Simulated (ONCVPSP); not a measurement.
# Building the ONCV potential for Ce (revPBE, scalar-relativistic).

* Element: cerium (Ce)
* Generator: ONCVPSP 4.0.1
* Type: optimised norm-conserving Vanderbilt (ONCV)
* Functional: revPBE
* Relativity: scalar-relativistic
* Frozen core: [Kr] 4d10
* Valence charge: 12
* Reference configuration: 4f1 5s2 5p6 5d1 6s1 (charge +1)
* Partial waves: 5s+6s: rc 2.25 bohr, ncon 4, nbas 9, qcut 5.1 1/bohr, 2 projectors; 5p: rc 2.70 bohr, ncon 4, nbas 8, qcut 4.1 1/bohr, 3 projectors, debl 0.3 Ha; 5d: rc 3.25 bohr, ncon 3, nbas 8, qcut 3.8 1/bohr, 2 projectors, debl 0.6 Ha; 4f: rc 0.85 bohr, ncon 3, nbas 8, qcut 14.7 1/bohr, 1 projector
* Local potential: polynomial inside 0.80 bohr (lpopt 4, dvloc0 3 Ha)
* Core correction: polynomial model core, fcfact 0.4

In the p channel the program set the typed energies aside and used -1.069, 0.250, 0.550 Ha.

Poles of the logarithmic derivatives, all-electron (AE) and pseudo (PS). Narrow ghost or core levels that the grid stepped over were put in at their known energies. s: poles at -1.4, 3.9 (AE) and -1.4, 3.7 (PS) Ha. p: poles at -0.9, 2.5 (AE) and -0.9, 2.5 (PS) Ha. d: poles at -0.1, 2.1 (AE) and -1.3, -0.1, 2.2 (PS) Ha. f: poles at 4.6 (AE) and no energy (PS) Ha. Test radii: s 2.28, p 2.74, d 3.30, f 0.86 bohr.

* Cutoffs needed: 141 Ha and 485 Ha (the cutoffs (Ha) at which the residual kinetic energy of the hardest occupied pseudo-wave falls to 1 and 0.1 mHa per electron)
* Ghost test: ghosts flagged at negative energy: s at -219.5 eV, d at -36.6 eV; GHOST(+) flagged for p at 28.6 eV; a true bound ghost makes a file unfit for plane-wave use
* Largest excitation error: +21 meV (all-electron minus pseudo) for 4f1 5s2 5p6 5d0 6s0, out of 4 test configurations
* rms error of d²Exc/dni dnj: 14.73 mHa without and 1.72 mHa with the model core
